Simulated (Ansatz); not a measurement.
```yaml
crystal:
  periodic: [false, false, false]
  atoms:
    - {symbol: C, position_ang: [-0.194352, -1.247826, 1.199225]}
    - {symbol: O, position_ang: [0.283142, 0.047549, 0.641659]}
    - {symbol: Si, position_ang: [-0.247127, 0.778997, -0.784953]}
    - {symbol: F, position_ang: [-0.364207, -0.388556, -1.966586]}
    - {symbol: F, position_ang: [-1.775698, 1.413485, -0.642196]}
    - {symbol: S, position_ang: [1.078275, 2.442773, -1.346007]}
    - {symbol: H, position_ang: [-1.226974, -1.120816, 1.683236]}
    - {symbol: H, position_ang: [-0.255075, -2.054857, 0.385348]}
    - {symbol: H, position_ang: [0.552784, -1.580331, 1.999772]}
    - {symbol: H, position_ang: [2.236486, 1.655928, -1.166453]}
basis:
  gaussian: {orbitals: aug-cc-pVTZ}
hamiltonian: {xc: {name: BHLYP}}
scf: {lower_state_search: off}
charge: 1
output: {forces: true}
```

```sh
$ ansatz run in.yaml --threads 4 --pin off --events-out ev --progress --plain --max-ram 10444MiB
```

It prints (some lines left out):

```
Error: YAML parse error: error: line 18 column 1: unknown field `charge`, expected one of crystal, accuracy, basis, kpoints, hamiltonian, magnetization, projection, total_charge, correlation, batch, efield, external_charges, scf, relax, neb, saddle, md, ramp, phonons, dielectric, real_time, elastic, magnetic_configurations, gw, evaluate, workflow, output, checkpoint, execution
16 | hamiltonian: {xc: {name: BHLYP}}
17 | scf: {lower_state_search: off}
18 | charge: 1
19 | output: {forces: true}
```

In this input the input holds a key that doesn't belong there. The input was rejected before any iteration.
